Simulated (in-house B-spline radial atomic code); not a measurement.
Configurations of Ce V (Ce4+), with energies counted from [Kr] 4d10 5s2 5p6. Method: scalar-relativistic (X2C) LC-wPBE, spin-polarised, spherical fractional occupations, exact exchange averaged over the configuration, Fermi nucleus of rms radius 4.8771 fm. Calculated with an all-electron radial atomic-structure program (B-spline basis). Shells without spins written out take the highest spin.

Occupations are held fixed; configurations that lie above the ionisation limit could autoionise.

```csv
configuration,E - E(ref) (eV),highest orbital,its <r> (bohr)
[Kr] 4d10 5s1 5p6 6s1,51.884,6s up,3.012
[Kr] 4d10 5s1 5p6 6d1,65.232,6d up,4.322
[Kr] 4d9 5s2 5p6 6f1,151.71,6f up,6.03
[Ar] 3d10 4s2 4p5 4d10 5s2 5p6 6s1,232.92,6s up,2.983
[Ar] 3d9 4s2 4p6 4d10 4f1 5s2 5p6,882.32,4f up,0.9009
[Ar] 3d9 4s2 4p6 4d10 5s2 5p6 6d1,922.02,6d up,4.25
```

(1) Order these further configurations by energy, lowest first.
A. [Ar] 3d10 4s2 4p5 4d10 5s2 5p6 6p1
B. [Kr] 4d10 4f1 5s2 5p5
C. [Kr] 4d10 5s1 5p6 5d1
D. [Kr] 4d9 5s2 5p6 5f1
E. [Kr] 4d10 5s1 5p6 6p1

(2) How far above the reference does [Kr] 4d9 5s2 5p6 5d1 lie?

Answers

(1) B (14.01 eV), C (44.202 eV), E (57.647 eV), D (143.81 eV), A (238.74 eV).

(2) 122.52 eV; its least bound orbital is 5d up with <r> = 2.016 bohr.
